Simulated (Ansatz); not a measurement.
Basis sets compared for cyclo-(SbH)3 (Sb3H3). The state is a singlet with charge 0. Geometry PBE-D4/def2-SVP. Ansatz on 4 threads of AMD EPYC on a shared host; times are rough, and most runs start from earlier orbitals.

```xyz
6

Sb   -0.752    1.564    0.725
Sb    1.703    0.633   -0.484
Sb    0.420   -0.938    1.575
H    -1.708    0.764   -0.481
H     0.832   -0.199   -1.732
H    -0.495   -1.824    0.398
```

In the def2 sets Sb takes a core potential; there is no spin–orbit coupling.

Binding counts from free atoms (Sb quartet, H doublet) in the same basis, without a counterpoise term.

```csv
level,functions,energy (Eh),HOMO (eV),LUMO (eV),binding per atom (eV),wall time
PBE-D4/def2-SVP,93,-722.5841,-5.73,-2.21,2.19,2.4 s
PBE0-D4/def2-SVP,93,-722.6150,-6.59,-1.64,2.08,5 s
```

Estimate the rows for PBE-D4/def2-TZVP (with forces), PBE0-D4/def2-TZVP.


```
                         level  functions  energy (Eh)  HOMO (eV)  LUMO (eV)  binding per atom (eV)  wall time
PBE-D4/def2-TZVP (with forces)        168    -722.6102      -5.78      -2.30                   2.22      5.5 s
             PBE0-D4/def2-TZVP        168    -722.6387      -6.61      -1.71                   2.12      8.6 s
```
